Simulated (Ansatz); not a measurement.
The cluster Si5Cl2. The state is a triplet with charge 0. Geometry r2SCAN-D4/def2-SVP, that of the neutral singlet; atoms count from 1.

```xyz
7

Si   -2.084   -0.676   -0.114
Si    0.048   -0.409   -1.177
Si    1.768    1.373    1.964
Si   -0.163    0.987    0.805
Si    1.919    0.087    0.066
Cl   -1.492   -2.059    1.407
Cl    0.005    0.696   -2.951
```

At PBE0-D4/def2-TZVP a singlet of charge 0 lies 1.33 eV below the triplet at the same geometry. The structure comes from a short search, and lower isomers may exist.

Problem. Estimate the Mulliken populations from the PBE0/def2-TZVP orbitals of Ansatz.

Solution. 
```json
{"atom": "Si1", "charge (e)": "0.18", "spin (α − β)": "0.46"}
{"atom": "Si2", "charge (e)": "0.18", "spin (α − β)": "0.63"}
{"atom": "Si3", "charge (e)": "-0.01", "spin (α − β)": "0.39"}
{"atom": "Si4", "charge (e)": "0.04", "spin (α − β)": "0.10"}
{"atom": "Si5", "charge (e)": "0.04", "spin (α − β)": "0.33"}
{"atom": "Cl6", "charge (e)": "-0.22", "spin (α − β)": "0.04"}
{"atom": "Cl7", "charge (e)": "-0.21", "spin (α − β)": "0.05"}
```
Mulliken values depend strongly on the basis.

Problem. Where does the spin sit?

Solution. Summed by element: Si 1.91, Cl 0.09, of 2 unpaired in all. Largest on single atoms: Si2 0.63, Si1 0.46, Si3 0.39.

Problem. And the Mayer bond orders between heavy atoms (over 0.3)?

Solution. Si1–Si2 0.79 (2.40 Å); Si1–Si4 0.67 (2.70 Å); Si1–Cl6 1.06 (2.14 Å); Si2–Si4 0.62 (2.43 Å); Si2–Si5 0.89 (2.30 Å); Si2–Cl7 1.09 (2.09 Å); Si3–Si4 1.22 (2.28 Å); Si3–Si5 1.15 (2.30 Å); Si4–Si5 0.94 (2.39 Å).
